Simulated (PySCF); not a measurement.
GeHCl3, SMILES [Cl][GeH]([Cl])[Cl]. Coordinates come from a PBE-D3(BJ)/def2-SVP optimisation. The isomer is the one that the SMILES or the coordinates give; other isomers of the formula were not compared.

Question: Give the equilibrium geometry at PBE-D3(BJ)/def2-SVP (PySCF confirms it by a frequency run) as Cartesian coordinates in Å, and its point group. (Estimate from the structure and the level; the computed values follow.)

Answer: point group C3v.
```xyz
5

Ge     0.0000     0.0000     0.4379
Cl     1.7508     1.0108    -0.3135
Cl     0.0000    -2.0216    -0.3135
Cl    -1.7508     1.0108    -0.3135
H      0.0000     0.0000     1.9786
```
